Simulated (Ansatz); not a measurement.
Input file for Ansatz (a quantum-chemistry and plane-wave program): U-r2SCAN/def2-TZVPP on ClGeH (SMILES [Cl][GeH]), a point of a bond scan (R = 5.076 Å).

Ansatz 0.2 input:
```yaml
crystal:
  periodic: [false, false, false]
  atoms:
    - {symbol: Ge, position_ang: [0.52862057, -0.16248943, 0.50490017]}
    - {symbol: H, position_ang: [1.62035373, -0.38333295, -0.65157602]}
    - {symbol: Cl, position_ang: [-3.19504721, 0.96658262, -2.75413658]}
basis:
  gaussian:
    orbitals: def2-TZVPP
hamiltonian:
  xc: {name: r2SCAN}
magnetization: {spin_polarized: true, initial_magnetization: 0}
```

The log:

```
WARN ansatz: RAYON_NUM_THREADS=1 ignored (pool sized by the plan → 1); use --threads N
Functional definition: r2SCAN
integrals: 0.03 GiB planned
711 factors; their error is unknown
mean field: 0.28 GiB planned
mean field evaluation 1: about -69048.0167 eV, gradient 2.3e1 eV
mean field evaluation 2: about -68806.7006 eV, gradient 9.3e1 eV
mean field evaluation 4: about -68955.1261 eV, gradient 5.9e1 eV
mean field evaluation 8: about -69049.7254 eV, gradient 1.1e1 eV
mean field evaluation 16: about -69052.4622 eV, gradient 3.1e-5 eV
mean field evaluation 32: about -69052.8546 eV, gradient 5.5e-1 eV
mean field evaluation 64: about -69052.8448 eV, gradient 1.8e-2 eV
mean field evaluation 96: about -69052.2699 eV, gradient 7.4e0 eV
mean field evaluation 128: about -69052.8618 eV, gradient 4.0e-6 eV
mean field evaluation 160: about -69052.8618 eV, gradient 3.2e-6 eV
mean field evaluation 192: about -69052.8443 eV, gradient 2.3e-1 eV
mean field evaluation 224: about -69052.8572 eV, gradient 1.1e-1 eV
mean field evaluation 256: about -69051.8994 eV, gradient 5.2e0 eV
mean field evaluation 288: about -69052.8492 eV, gradient 5.9e-1 eV
mean field evaluation 320: about -69052.8345 eV, gradient 3.4e-1 eV
mean field -69052.86178359 eV, -2537.6458648361 hartree, gradient 3.8e-6 eV, S^2 0.677921; 21 other end points of the search recorded, 0 dependent functions left out
reference -69052.86179503 eV, -2537.6458652566 hartree; 25, 25 occupied and 79, 79 virtual orbitals, 711 factors
Total energy: -69052.86179503 eV, -2537.6458652566 hartree
```

Self-consistency was reached. Its determinant has ⟨S²⟩ = 0.68, a mixture of spin states.

Cost: around 70 core-seconds (rough).
